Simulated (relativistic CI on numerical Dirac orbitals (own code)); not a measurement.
## What each ingredient does to the levels of Mo4+

Base calculation: Dirac-Coulomb-Breit CI, separate exchange-only KLI orbitals for each configuration, model QED (radiative potential, 1s self-energy scaled to tabulated hydrogen-like ionisation energies), valence Slater integrals scaled by 0.85, P86 correlation energy added to each configuration.

CI space (outside the closed core [Ar] 3d10): 4s2 4p6 4d2, 4s2 4p6 4d 5s, 4s2 4p6 4d 4f, 4s2 4p6 4d 5p, 4s2 4p5 4d3, 4s2 4p6 5s2, 4s2 4p6 4f2, 4s2 4p6 4d 5d, 4s2 4p6 4d 6s, 4s2 4p6 5s 5p, 4s2 4p6 4d 6p, 4s2 4p6 4d 5f, 4s2 4p6 4d 6d, 4s2 4p6 4d 7s, 4s2 4p6 4d 5g, 4s2 4p6 5p2, 4s2 4p6 4d 7p, 4s2 4p6 4d 6f, 4s2 4p5 4d2 4f, 4s2 4p6 5s 5d, 4s 4p6 4d3, 4s2 4p6 4f 5s, 4s2 4p6 5p 5d, 4s2 4p6 4f 5p, 4s2 4p5 4d2 5s, 4s2 4p5 4d2 5p. Double excitations out of closed p, d and f shells are left out; levels of such configurations are missing from the list, as are those of other unlisted configurations, and high levels can miss mixing partners. These lack a partner that the ground configuration has and come out too high: 4s2 4p5 4d2 4f, 4s2 4p5 4d2 5s, 4s2 4p5 4d2 5p.

The lowest level and the first level of each name with at least 55 % of one term (blank where a level has no safe partner in the second run):

| Level | Base (cm⁻¹) | Shift (cm⁻¹) |
| --- | --- | --- |
| 4s2 4p6 4d2 3F_2 | 0.0 | 0.0 |
| 4s2 4p6 4d2 3F_3 | 1474.7 | +15.7 |
| 4s2 4p6 4d2 3F_4 | 3158.9 | +5.9 |
| 4s2 4p6 4d2 1D_2 | 10396.5 | -990.3 |
| 4s2 4p6 4d2 3P_0 | 11183.6 | -1123.4 |
| 4s2 4p6 4d2 3P_1 | 11779.1 | -1102.7 |
| 4s2 4p6 4d2 3P_2 | 13342.5 | -1070.1 |
| 4s2 4p6 4d2 1G_4 | 16119.5 | -1583.0 |
| 4s2 4p6 4d2 1S_0 | 39309.4 | -4432.4 |
| 4s2 4p6 4d 5s 3D_1 | 98257.9 | -865.6 |
| 4s2 4p6 4d 5s 3D_2 | 98961.1 | -889.5 |
| 4s2 4p6 4d 5s 3D_3 | 100595.6 | -862.1 |
| 4s2 4p6 4d 5s 1D_2 | 105079.9 | -1453.7 |
| 4s2 4p6 4d 5p 1D°_2 | 154141.3 | -1035.4 |
| 4s2 4p6 4d 5p 3D°_1 | 155673.5 | -1166.2 |
| 4s2 4p6 4d 5p 3D°_2 | 157117.1 | -1111.1 |
| 4s2 4p6 4d 5p 3F°_2 | 158131.5 | -1194.7 |
| 4s2 4p6 4d 5p 3F°_4 | 161984.5 | -1344.1 |
| 4s2 4p6 4d 5p 3P°_1 | 163543.1 | -1875.2 |
| 4s2 4p6 4d 5p 3P°_0 | 163978.4 | -1864.4 |
| 4s2 4p6 4d 5p 3P°_2 | 164691.2 | -1802.6 |
| 4s2 4p6 4d 5p 1F°_3 | 166493.2 | -2062.1 |

At this charge configurations can still be misplaced by up to about 7 % of their energy. 53 of the 55 excited levels that our extract of the measured tables holds in this range could be paired (the sources list more); they are missed by 6738 cm⁻¹ on average and 13018 at most, and levels without a partner can miss by more.

Q: One thing was changed in a second run, which moved the levels as shown. Which?
A. only the first 3 configurations
B. Breit term removed
C. no correlation estimate
D. valence Slater integrals scaled by 0.75
E. QED terms removed
F. configuration mixing switched off

A: D. Valence Slater integrals scaled by 0.75. Scaling acts on the splittings between terms and on the mixing, and leaves the fine structure of pure LS terms nearly alone; in jj coupling it moves the levels of one term differently.

LS names give the leading component of a level, which can be under half, so a name can repeat, a term be missing and a line seem to break the LS rules.
